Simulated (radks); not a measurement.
Species: W3+. Configuration: [Xe] 4f14 5d3. Calculated with a radial shooting solver on a logarithmic mesh with Libxc functionals: scalar-relativistic Kohn-Sham, Slater X-alpha with alpha = 0.621, spin-polarised, spherical densities, finite nucleus; open shells are filled with parallel spins first (spin-orbit coupling, left out, can overturn this in heavy ions); Fermi nuclear charge, rms radius 5.3658 fm.

X-ray form factor f0, the Fourier transform of the density (f0(0) = 71):

| sin(theta)/lambda (1/angstrom) | f0 (electrons) |
|---|---|
| 0.05 | 70.338 |
| 0.1 | 68.475 |
| 0.15 | 65.723 |
| 0.2 | 62.449 |
| 0.25 | 58.970 |
| 0.3 | 55.507 |
| 0.4 | 49.076 |
| 0.5 | 43.532 |
| 0.6 | 38.813 |
| 0.8 | 31.235 |
| 1 | 25.529 |
| 1.25 | 20.566 |
| 1.5 | 17.438 |
| 2 | 13.794 |
